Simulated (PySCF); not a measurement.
C⁺: ionisation energy

C⁺ [He] 2s2 2p1 (2P) → C²⁺ [He] 2s2 (1S), as a difference of total energies. Computed with PySCF 2.14 in x2c-QZVPPall with one added diffuse shell each of s, p, d, f type (8s5p4d3f1g, 73 functions), with the spin-free X2C one-electron Hamiltonian (Gaussian nucleus). Correlated levels: valence: 1s2 frozen. The calculations carry no spin-orbit coupling.

```
           method  ionisation energy (eV)
              UHF                  24.169
    MP2 (valence)                  24.417
SCS-MP2 (valence)                  24.380
   CCSD (valence)                  24.243
CCSD(T) (valence)                  24.277
```

A first-order spin-orbit estimate (lowest level to lowest level, LS coupling) adds 0.005 eV.

Errors of the correlated levels include the incompleteness of this basis and the frozen core.

The coupled-cluster amplitudes are large for C²⁺ (T1 above 0.03 or a double amplitude above 0.15), so a single reference is strained.

**Question.** Which method comes closest to the reference value, and which is furthest?

**Answer.** The reference is 24.383 eV (measured; NIST Atomic Spectra Database, ionization energies). Closest: SCS-MP2 (valence) (error 0.002 eV); furthest: UHF (error -0.208 eV), both after the spin-orbit estimate.
